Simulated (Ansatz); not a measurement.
This geometry of ClF2H5N2Zr (11 atoms, charge 0, multiplicity 1) is a first-order saddle point.

Level of theory: RKS B3LYP-D4/def2-SVP in Ansatz 0.2.0.

```xyz
11
Properties=species:S:1:pos:R:3
Zr -0.232 -0.002 -0.035
F 0.430 -0.134 1.777
F 1.517 0.174 -0.817
Cl -1.329 1.896 -1.047
N -0.855 -1.800 -0.752
H -1.663 -1.993 -1.344
H -0.264 -2.632 -0.746
N -2.284 0.067 1.312
H -3.148 -0.103 0.794
H -2.398 0.974 1.771
H -2.227 -0.635 2.053
```

Task: Which two structures does it join? (They come from a converged band through this point; their orientation in space is the band's.)

Result: No bond is made or broken.

Initial state:

```xyz
11
Properties=species:S:1:pos:R:3
Zr -0.148 0.043 0.023
F 0.389 0.126 1.877
F 1.529 -0.072 -0.901
Cl -1.120 2.051 -0.900
N -0.855 -1.742 -0.667
H -1.696 -2.269 -0.442
H -0.304 -2.287 -1.331
N -2.314 -0.022 1.183
H -3.120 -0.105 0.558
H -2.434 0.858 1.689
H -2.382 -0.771 1.877
```

Final state:

```xyz
11
Properties=species:S:1:pos:R:3
Zr -0.255 -0.046 -0.016
F 0.375 -0.306 1.793
F 1.476 0.347 -0.762
Cl -1.423 1.755 -1.147
N -0.817 -1.839 -0.780
H -1.174 -1.987 -1.725
H -0.555 -2.747 -0.393
N -2.285 0.131 1.338
H -3.133 0.125 0.769
H -2.306 1.005 1.869
H -2.358 -0.628 2.019
```

Task: How far does it lie above each of them?

Result: 1.6 kcal/mol above the first and 0.4 kcal/mol above the second. This is the barrier of this one path; another mechanism may lie lower.

Time of the run: 6.8 min on 4 threads of Intel(R) Xeon(R) Platinum 8259CL CPU @ 2.50GHz (Skylake/Cascade Lake), on a shared host, peak memory 0.39 GiB.
